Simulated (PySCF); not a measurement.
Run record: geometry optimisation, `[SiH2](SC)c1cccs1`.

Computed with PBE0-D3(BJ)/def2-SVP geometry optimisation, gas phase (PySCF 2.14.0). Start geometry: GFN2-xTB. A driver script takes a list of jobs; this job's settings line and coordinates (Å) are shown.

Input:
```
{"job": {"xc": "PBE0", "basis": "def2-SVP", "d3": "d3bj", "grid": 1, "kind": "geom"}, "charge": 0, "multiplicity": 1}
C     -2.680662     0.626509     0.167541
S     -2.339439    -0.959759    -0.663489
Si    -0.744798    -1.701450     0.567546
C      0.730543    -0.565111     0.387735
C      0.996783     0.369387    -0.573034
C      2.237257     1.017950    -0.405497
C      2.911107     0.568547     0.684589
S      2.043500    -0.652525     1.523336
H     -1.781324     1.234023     0.184225
H     -3.032215     0.438831     1.177066
H     -3.454780     1.121185    -0.409143
H     -0.488577    -3.036471     0.050292
H     -1.198583    -1.694552     1.957497
H      0.317275     0.580713    -1.380708
H      2.608177     1.781489    -1.065641
H      3.868139     0.880178     1.053759
```

Output:
```
step   0  E = -1280.14243413  max force = 0.020000
step   1  E = -1280.14572199  max force = 0.003138
step   2  E = -1280.14587339  max force = 0.001810
step   3  E = -1280.14589567  max force = 0.002612
step   4  E = -1280.14596129  max force = 0.001131
step   5  E = -1280.14600224  max force = 0.001104
step   6  E = -1280.14603838  max force = 0.000496
step   7  E = -1280.14608264  max force = 0.000371
step   8  E = -1280.14612969  max force = 0.000523
step   9  E = -1280.14616270  max force = 0.000352
step  10  E = -1280.14617136  max force = 0.000357
optimisation converged
```

Energies in Eh; «max force» is the largest Cartesian gradient component in Eh/bohr.

Q: Give the first gradient maximum in eV/Å.

A: With 1 Eh/bohr = 51.422 eV/Å, 1.028 eV/Å.

Q: How much energy does the optimisation release, in kJ/mol?

A: E(step 0) − E(last step) = 0.003737 Eh, which is 9.8 kJ/mol.

Summary of the converged run: final energy -1280.14617 Eh after 10 steps; dipole 1.98 D.

Q: Give the final coordinates.

A: 0.232 Å rms from the input after alignment:
```
atom  x, y, z in Å
C1    -2.8150    0.6351    0.1949
S2    -2.6287   -0.9446   -0.6946
Si3   -1.0372   -1.8166    0.4362
C4     0.4466   -0.6881    0.3828
C5     0.8563    0.1063   -0.6701
C6     2.0527    0.8236   -0.4048
C7     2.5447    0.5677    0.8509
S8     1.5498   -0.5354    1.7027
H9    -1.8664    1.1899    0.2169
H10   -3.1771    0.4748    1.2201
H11   -3.5610    1.2222   -0.3571
H12   -0.7858   -3.1332   -0.2183
H13   -1.4024   -2.0360    1.8697
H14    0.2949    0.1699   -1.6048
H15    2.5314    1.5040   -1.1106
H16    3.4390    0.9788    1.3184
```

Q: Estimate the wall time. Hardware: one thread, Arm Neoverse V1, on a shared host.

A: About 2.9 min.
Labels such as C1 count atoms from 1, the log's own numbers from 0.
